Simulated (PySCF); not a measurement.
B(Me)(OH)(tBu), C5H13BO, SMILES CB(C(C)(C)C)O, singlet (GFN2-xTB optimised geometry):

```
20

B     -0.900    -0.136     0.000
C     -1.737     1.215     0.000
H     -2.388     1.258    -0.871
H     -1.127     2.113     0.001
H     -2.390     1.257     0.869
O     -1.607    -1.270     0.002
H     -1.109    -2.089     0.002
C      0.723    -0.136     0.000
C      1.301    -1.560    -0.004
C      1.249     0.595    -1.245
C      1.249     0.587     1.249
H      2.390    -1.528    -0.003
H      0.987    -2.106    -0.894
H      0.985    -2.113     0.880
H      0.913     0.097    -2.152
H      0.890     1.621    -1.269
H      2.338     0.612    -1.246
H      0.889     1.612     1.280
H      0.914     0.083     2.154
H      2.338     0.606     1.250
```

Computed with PySCF with PBE0/def2-SVP.

What are the frontier orbital energies and the dipole moment?

HOMO-2 -9.12 eV, HOMO-1 -8.97 eV, HOMO -7.53 eV, LUMO 0.78 eV, LUMO+1 1.33 eV; dipole moment 1.23 D.

Meta-Löwdin charges at PBE0/def2-SVP: B1 0.32, C2 -0.44, H3 0.12, H4 0.10, H5 0.12, O6 -0.45, H7 0.33, C8 -0.05, C9 -0.30, C10 -0.29, C11 -0.29, H12 0.10, H13 0.09, H14 0.09, H15 0.09, H16 0.10, H17 0.09, H18 0.10, H19 0.09, H20 0.09.
